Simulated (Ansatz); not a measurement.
Reaction (substitution at a C–Sn bond): tetramethyltin + `O[SiH](F)O[SiH2]F` → `CO[SiH](F)O[SiH2]F` + `[CH3][SnH]([CH3])[CH3]`

Computed with Ansatz on PBE0-D4/def2-TZVP structures; ΔE is electronic, products minus reactants. CBS: MP2 limit from def2 TZ/QZ plus the TZ coupled-cluster correction, frozen cores. Functionals use def2-TZVPP. Elements past krypton have def2 core potentials. For Sn outer-core shells are correlated without core-valence functions, which leaves a few kJ/mol of doubt a bond. Each species was taken in one conformer, which may not be the lowest.

```json
{"level": "r2SCAN-D4", "ΔE (kcal/mol)": "18.9"}
{"level": "HF/def2-QZVPP", "ΔE (kcal/mol)": "15.4"}
```

Question: What does CCSD(T)/CBS give? (Best estimate.)

Answer: Computed: +21.1 kcal/mol. The listed levels differ from it by -2.2, -5.7 kcal/mol.

Largest T1 diagnostic among the species: 0.012.

In def2-TZVPP, CCSD(T) changes the Hartree–Fock value by +4.5 kcal/mol (the triples alone add +0.5 kcal/mol) and MP2 by +7.0 kcal/mol.
